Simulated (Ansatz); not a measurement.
Geometry optimisation, RKS LDA/def2-mTZVP (Ansatz).

input.yaml

```yaml
crystal:
  periodic: [false, false, false]
  atoms:
    - { symbol: O, position_ang: [-1.0642, -0.12544, -0.91711] }
    - { symbol: Si, position_ang: [-0.09912, 0.81886, -0.00979] }
    - { symbol: Sb, position_ang: [1.44974, -0.81581, 1.13899] }
    - { symbol: H, position_ang: [-1.75575, 0.24127, -1.46444] }
    - { symbol: H, position_ang: [0.5897, 1.77711, -0.87646] }
    - { symbol: H, position_ang: [-0.92216, 1.60572, 0.91059] }
    - { symbol: H, position_ang: [2.78231, 0.15686, 0.78739] }
    - { symbol: H, position_ang: [1.28243, 0.01031, 2.60046] }
basis:
  gaussian: { orbitals: def2-mTZVP }
hamiltonian:
  xc: lda
relax:
  f_tol: 0.015
  max_steps: 40
output:
  orbitals: {}
```

Launched with:

```bash
$ ansatz run input.yaml --threads 2 --pin off --max-ram 3072MiB --backend cpu --events-out ev --progress --plain --runs-dir out
```

Where does it end, and by what steps?

The run converged. After 6 steps the energy has fallen by 0.093 eV; O1 moved furthest, 0.06 Å.

```json
{"step": "0", "energy less start (eV)": "0.0000", "largest force component (eV/Å)": "1.239", "accepted": "yes"}
{"step": "1", "energy less start (eV)": "-0.0718", "largest force component (eV/Å)": "0.540", "accepted": "yes"}
{"step": "2", "energy less start (eV)": "-0.0871", "largest force component (eV/Å)": "0.298", "accepted": "yes"}
{"step": "3", "energy less start (eV)": "-0.0865", "largest force component (eV/Å)": "0.227", "accepted": "no"}
{"step": "4", "energy less start (eV)": "-0.0927", "largest force component (eV/Å)": "0.036", "accepted": "yes"}
{"step": "5", "energy less start (eV)": "-0.0925", "largest force component (eV/Å)": "0.047", "accepted": "no"}
{"step": "6", "energy less start (eV)": "-0.0930", "largest force component (eV/Å)": "0.002", "accepted": "yes"}
```

```xyz
8
Properties=species:S:1:pos:R:3
O -1.088 -0.171 -0.942
Si -0.114 0.815 -0.023
Sb 1.458 -0.829 1.148
H -1.775 0.261 -1.483
H 0.635 1.789 -0.887
H -0.926 1.607 0.963
H 2.810 0.170 0.762
H 1.264 0.027 2.632
```

Time of the run: 11 s on 2 threads of Intel(R) Xeon(R) Platinum 8375C CPU @ 2.90GHz (Ice Lake), with other jobs on the host, peak memory 0.14 GiB.
